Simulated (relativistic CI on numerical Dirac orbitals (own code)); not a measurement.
## Radial parameters of Ba35+

Computed by Dirac-Coulomb-Breit CI, KLI orbitals optimised for each configuration, a model potential for QED, unscaled Slater integrals (own radial code, finite nucleus).

Slater integrals F^k, G^k are unscaled and averaged over j, outside the closed core [Ne]; ζ comes from projecting the Hamiltonian with its Breit term on Σ l·s of the shell.

- 3s²3p⁶3d³: F^2(3d,3d) = 428170, F^4(3d,3d) = 276440, ζ(3d) = 61749 cm⁻¹; <r>(3d) = 0.2384, <r^2>(3d) = 0.06594 (bohr units).
- 3s²3p⁵3d⁴: ζ(3p) = 465060, F^2(3d,3d) = 427320, F^4(3d,3d) = 275860, F^2(3p,3d) = 371560, G^1(3p,3d) = 398170, G^3(3p,3d) = 265380, ζ(3d) = 61040 cm⁻¹; <r>(3p) = 0.2673, <r^2>(3p) = 0.08256, <r>(3d) = 0.2389, <r^2>(3d) = 0.06618 (bohr units).
- 3s3p⁶3d⁴: F^2(3d,3d) = 426980, F^4(3d,3d) = 275640, G^2(3s,3d) = 300320, ζ(3d) = 61409 cm⁻¹; <r>(3s) = 0.2735, <r^2>(3s) = 0.08529, <r>(3d) = 0.239, <r^2>(3d) = 0.06628 (bohr units).

Q: Give the Racah parameters of the d shell in 3s²3p⁶3d³.

A: B = F²/49 − 5F⁴/441 = 5604 cm⁻¹ and C = 35F⁴/441 = 21940 cm⁻¹.

Averages of the first 10 configurations, taken without configuration mixing, which lowers the lowest level and can move excited configurations by several eV; other configurations of the list can lie among them:

| Configuration | Parity | States | Average energy above the lowest level (eV) |
| --- | --- | --- | --- |
| 3s²3p⁶3d³ | even | 120 | 40.0 |
| 3s²3p⁵3d⁴ | odd | 1260 | 287.9 |
| 3s3p⁶3d⁴ | even | 420 | 492.6 |
| 3s²3p⁶3d²4s | even | 90 | 980.4 |
| 3s²3p⁶3d²4p | odd | 270 | 1056.0 |
| 3s²3p⁶3d²4d | even | 450 | 1153.0 |
| 3s²3p⁵3d³4s | odd | 1440 | 1220.9 |
| 3s²3p⁶3d²4f | odd | 630 | 1235.3 |
| 3s²3p⁵3d³4p | even | 4320 | 1296.8 |
| 3s3p⁶3d³4s | even | 480 | 1427.0 |
